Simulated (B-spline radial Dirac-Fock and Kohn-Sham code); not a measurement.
# What relativity does to the binding energies of Re⁴²⁺

System: the Re⁴²⁺ ion, 1s2 2s2 2p6 3s2 3p6 3d10 4s2 4p3.

Both columns are ΔSCF binding energies of the configuration average from a radial finite-basis atomic code: non-relativistic Hartree-Fock with a point nucleus, and Dirac-Fock with a finite nucleus and the Coulomb interaction alone, averaged over the two j levels with weights 2j+1.

```
shell  Hartree-Fock (eV)  Dirac-Fock (eV)  shift (eV)  shift (%)
   1s            68066.2          74095.5    +6029.36      +8.86
   2s            12999.6          14616.0    +1616.39     +12.43
   3s             4470.6           4892.7     +422.11      +9.44
   3d             3872.7           3866.1       -6.59      -0.17
   4s             2146.0           2290.9     +144.94      +6.75
   4p             2056.4           2117.6      +61.11      +2.97
```

Relativity binds 1s, 2s, 3s, 4s, 4p more strongly, among those listed most of all 2s in relative terms, and 3d more weakly, because the contracted s and p shells screen the nucleus better.

Values without a named source are computed, but for edge energies of neutral atoms, which are taken from tables.
